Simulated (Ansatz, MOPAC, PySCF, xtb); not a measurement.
Pair of molecules: H2S (SMILES S) (first 3 atoms) with C3H6 (SMILES C=CC); geometry from B3LYP-D3(BJ)/def2-TZVP, rigid monomers moved along the line of their centres of mass till H2···C4 is 3.03 Å.
(charge 0, multiplicity 1):
```xyz
12

S      0.1223     0.4633     0.7293
H      0.6505     0.1531     1.9271
H      1.2451     0.1330     0.0720
C      1.1410     0.1269     4.9216
C      0.0430    -0.6124     4.8123
C     -1.3300    -0.0814     4.5524
H      1.1077     1.2072     4.8325
H      2.1092    -0.3191     5.1100
H      0.1268    -1.6917     4.9096
H     -2.0141    -0.3566     5.3600
H     -1.3283     1.0053     4.4590
H     -1.7440    -0.5057     3.6330
```

| level | interaction energy (kcal/mol) | cost |
|---|---|---|
| GFN-FF | -1.29 | - |
| PM3 | -0.27 | - |
| PM6 | -1.01 | - |
| PM7 | -1.72 | - |
| HF/6-31G* (no counterpoise) | -0.93 | - |
| PBE-D3(BJ)/def2-TZVPPD | -2.35 | ×1 |
| BP86/6-31G* (no counterpoise) | -1.01 | - |
| r2SCAN-D4/def2-TZVPPD | -2.02 | ×1 |
| B3LYP/6-31G* | -0.77 | - |
| B3LYP/6-31G* (no counterpoise) | -1.30 | - |
| B3LYP/6-311+G** (no counterpoise) | -0.91 | - |
| B3LYP/def2-TZVPPD | -0.58 | ×1 |
| B3LYP-D3(BJ)/def2-TZVPPD | -2.16 | ×1 |
| PBE0/def2-TZVPPD | -1.24 | ×1 |
| PBE0-D4/def2-TZVPPD | -2.19 | ×1 |
| M06-2X/6-31G* (no counterpoise) | -2.27 | - |
| MP2/6-31G* (no counterpoise) | -1.92 | - |
| MP2/aug-cc-pV(D+d)Z | -1.98 | - |
| SCS-MP2/aug-cc-pV(D+d)Z | -1.53 | - |
| CCSD(T)/aug-cc-pV(D+d)Z | -1.70 | ×10 |

The rows run from -2.35 (PBE-D3(BJ)/def2-TZVPPD) to -0.27 kcal/mol (PM3). The dispersion term adds -1.58 in B3LYP-D3(BJ), -0.95 in PBE0-D4.

Interaction energies are E(AB) − E(A) − E(B) at the monomers' geometry in the complex; basis-set methods are counterpoise corrected. Rows marked so take none.

Frozen-core correlation. Rows in 6-311+G**, 6-31G* carry no dispersion term and start afresh at each structure (6-31G* with six Cartesian d functions). MP2/6-31G* freezes PySCF's default core. The state that PM3, PM6, PM7 reach isn't checked; PM7 holds dispersion and hydrogen-bond terms.

Programs: Ansatz (Gaussian orbitals); MOPAC for PM3, PM6, PM7 (differences of heats of formation); PySCF for 6-311+G** rows, 6-31G* rows, the dispersion terms; xtb for the GFN methods. Values without a source in brackets are computed.

Costs are rough ratios of core time to PBE/def2-TZVPPD (about 14 s over the structures, on one shared machine); a dash marks a level with no comparable run of its own.

Ansatz is an electronic-structure program.
